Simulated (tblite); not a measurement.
Species: C6H7N2S (doublet state).
SMILES with atom numbers: `[CH2:1][C:2](=[CH2:3])[CH2:4][c:5]1[cH:6][n:7][s:8][n:9]1` (hydrogens: H10, H11 on C1; H12, H13 on C3; H14, H15 on C4; H16 on C6)
Bond orders are those of one Lewis drawing.

Computed with GFN2-xTB (tblite), gas phase: L-BFGS steps from a force-field or distance-geometry start until the largest atomic force falls under 0.01 eV/Å.

Geometry at step 13:
```
atom  x, y, z in Å
C1     -2.4270   -0.0969    0.8479
C2     -1.0428   -0.0116    0.6537
C3     -0.1700   -0.2916    1.6661
C4     -0.5815    0.4545   -0.7280
C5      0.9011    0.3920   -0.8864
C6      1.6422   -0.7859   -1.1437
N7      2.9383   -0.6017   -1.1519
S8      3.2331    0.9397   -0.8698
N9      1.6932    1.4384   -0.7309
H10    -3.0060    0.6083    0.2517
H11    -2.8750   -0.7899    1.5246
H12     0.8931   -0.1824    1.6324
H13    -0.5379   -0.5590    2.6392
H14    -1.0488   -0.2156   -1.4774
H15    -0.9065    1.4908   -0.8922
H16     1.2870   -1.7801   -1.3467
```

Q: Give the atomic forces at this geometry.

A: 
```tsv
atom	Fx (eV/Å)	Fy (eV/Å)	Fz (eV/Å)
C1	0.395	0.710	-0.770
C2	0.132	-0.145	0.325
C3	-0.183	-0.117	-0.041
C4	0.068	0.070	-0.016
C5	-0.081	-0.107	0.039
C6	-0.166	-0.391	-0.092
N7	-0.030	-0.365	-0.099
S8	0.400	0.998	0.110
N9	-0.083	-0.306	0.048
H10	-0.224	-0.735	0.180
H11	-0.119	0.228	0.277
H12	0.182	0.046	-0.349
H13	-0.193	-0.096	0.034
H14	0.171	0.401	0.281
H15	-0.023	-0.244	-0.006
H16	-0.245	0.053	0.081
```

The largest, 1.12 eV/Å, acts on C1; the rms over all components is 0.304 eV/Å. The forces sum to zero within rounding, as they must for an isolated molecule in no field.

Q: Give the force on C1 in Eh/bohr and in nN.

A: 1.119 eV/Å ÷ 51.422 = 0.02177 Eh/bohr, and 1.119 eV/Å × 1.602 = 1.79 nN.

Q: How far is this geometry from the end of the optimisation?

A: 0.359 eV above it, and 0.825 Å rms away after alignment. The bonds farthest from their final lengths, with half the difference of the two atoms' forces along the bond (positive lengthens):

```csv
bond,now (Å),final (Å),force along bond (eV/Å)
N7–S8,1.594,1.624,+0.72
C1–C2,1.400,1.374,-0.23
C4–H14,1.109,1.091,-0.22
C1–H10,1.090,1.075,-0.56
C2–C4,1.529,1.517,+0.18
C2=C3,1.366,1.377,-0.24
```

The angle farthest from its final value is C2–C1–H10, 114.2° against 121.9°.

Of the 6 listed bonds off by 0.010 Å or more, this force points towards the final length in 4.

The cost below is that of the whole relaxation. Time: 1.1 s of wall time. Hardware: Arm Neoverse V1, one thread, no GPU, shared host.
